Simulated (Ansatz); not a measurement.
Reactions of C2HF3Zr (`C#[C][Zr]([F])([F])[F]`).

Gas-phase electronic energies from Ansatz, PBE0-D4/def2-TZVP geometries. CCSD(T)/CBS adds triple-zeta CCSD(T) − MP2 to the extrapolated MP2 energy (def2 sets, frozen cores). This one scheme is used for every species. Elements past krypton have def2 core potentials. For Br, Hf, Zr outer-core shells are correlated without core-valence functions, which leaves a few kJ/mol of doubt a bond. Scalar relativity is left out up to krypton. Each species was taken in one conformer, which may not be the lowest.

**Question.** Order these by ΔE at CCSD(T)/CBS, lowest first. (Best estimate.)
A. `C#[C][Zr]([F])([F])[F]` + `O=C=N[Si](Cl)(Cl)Cl` → `O=C=[N][Zr]([F])([F])[F]` + `C#C[Si](Cl)(Cl)Cl`
B. `C#[C][Zr]([F])([F])[F]` + H–F → `[F][Zr]([F])([F])[F]` + `C#C`
C. `C#[C][Zr]([F])([F])[F]` + `CCCCNC(C)C` → `CC(C)[NH][Zr]([F])([F])[F]` + `C#CCCCC`
D. `C#[C][Zr]([F])([F])[F]` + `C[N](C)[Hf]([F])([Cl])[Cl]` → `C[N](C)[Zr]([F])([F])[F]` + `C#[C][Hf]([F])([Cl])[Cl]`
E. `C#[C][Zr]([F])([F])[F]` + `[CH3][AlH][Br]` → `[F][Zr]([F])([F])[Br]` + `C#[C][AlH][CH3]`
F. `C#[C][Zr]([F])([F])[F]` + `c1ccccc1` → `[F][Zr]([F])([F])[c]1ccccc1` + `C#C`

**Answer.** B (-144.7 kJ/mol), C (-104.5 kJ/mol), A (-47.9 kJ/mol), E (-24.2 kJ/mol), D (+9.7 kJ/mol), F (+63.8 kJ/mol).

Largest T1 diagnostic: 0.018, for `O=C=[N][Zr]([F])([F])[F]`.
